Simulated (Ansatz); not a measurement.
CH5NSSn can be A, `N=[C](S)[SnH3]`, or B, `N=C[S][SnH3]`.

Isolated molecules relaxed with PBE0-D4/def2-TZVP in Ansatz; ΔE leaves out vibrations. CCSD(T)/CBS is the MP2 limit (def2-TZVPP, def2-QZVPP) plus CCSD(T) − MP2 in def2-TZVPP, frozen cores. Functionals use def2-TZVPP. B3LYP here is the variant with VWN-RPA as its local correlation; programs differ in this. def2 core potentials past Kr. For Sn outer-core shells are correlated without core-valence functions, which leaves a few kJ/mol of doubt a bond. One conformer a species, not always the lowest.

Task: Which is lower in electronic energy at CCSD(T)/CBS, and by how much? (An estimate is asked.)

Result: The calculation gave: B, by 19.0 kcal/mol.

Task: Give E(B) − E(A) in kcal/mol with MP2/def2-TZVPP, CCSD/def2-TZVPP, CCSD(T)/def2-TZVPP, PBE-D4, B3LYP-D4, HF/def2-TZVPP, r2SCAN-D4. (Estimate.)

Result: The calculation gave: MP2/def2-TZVPP -18.6, CCSD/def2-TZVPP -18.5, CCSD(T)/def2-TZVPP -18.2, PBE-D4 -19.3, B3LYP-D4 -19.3, HF/def2-TZVPP -21.5, r2SCAN-D4 -19.9. None reverses the order clearly.

Largest T1 diagnostic: 0.015.

In def2-TZVPP, CCSD(T) changes the Hartree–Fock value by +3.3 kcal/mol (the triples alone add +0.3 kcal/mol) and MP2 by +2.9 kcal/mol.
